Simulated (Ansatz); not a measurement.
C2H5Se (SMILES [CH2][Se]C), doublet, geometry from GFN2-xTB, with bond 6-3 at 2.4 times its length; CASSCF(5,7)/6-31G (Ansatz, an electronic-structure program).

Here is a job for Ansatz.
Ansatz 0.2 input:
```yaml
crystal:
  periodic: [false, false, false]
  atoms:
    - {symbol: C, position_ang: [1.48956567, 0.13885967, -0.61536879]}
    - {symbol: Se, position_ang: [-0.00009780, -0.18766465, 0.39607826]}
    - {symbol: C, position_ang: [-1.34618283, 0.48156400, -0.85242254]}
    - {symbol: H, position_ang: [2.42885529, -0.13216691, -0.16770282]}
    - {symbol: H, position_ang: [1.47335241, 0.99130559, -1.27250039]}
    - {symbol: H, position_ang: [-0.95286118, 3.03320843, -1.23836616]}
    - {symbol: H, position_ang: [-1.24940324, -0.06179303, -1.78915892]}
    - {symbol: H, position_ang: [-2.32747771, 0.31596109, -0.41731849]}
basis:
  gaussian:
    orbitals: 6-31G
hamiltonian:
  xc: hf
correlation: {active_space: {window: {electrons: 5, orbitals: 7}}}
magnetization: {spin_polarized: false, initial_magnetization: 1}
```

The log (banner, timings and long lists left out):

```
Functional definition: HF
666 factors; integrals over basis functions are off by at most 3.8e-4 eV
mean field evaluation 1: about -67422.2451 eV, gradient 1.8e1 eV
mean field evaluation 2: about -67422.3179 eV, gradient 1.9e1 eV
mean field evaluation 4: about -67423.8779 eV, gradient 5.9e0 eV
mean field evaluation 8: about -67424.6938 eV, gradient 9.9e-1 eV
mean field evaluation 16: about -67424.7213 eV, gradient 5.2e-3 eV
mean field evaluation 32: about -67424.4705 eV, gradient 2.6e-1 eV
mean field -67424.72134087 eV, -2477.8128071596 hartree, gradient 1.7e-6 eV, S^2 0.750000; 2 other end points of the search recorded, 0 dependent functions left out
reference -67424.72134087 eV, -2477.8128071596 hartree; 26, 25 occupied and 31, 32 virtual orbitals, 666 factors
state -67427.86829075 eV, -2477.9284554345 hartree
the orbitals are reached from a further start. From the first start the search ends at -67427.77467834 eV, -2477.9250152417 hartree
Total energy: -67427.86829075 eV, -2477.9284554345 hartree
```
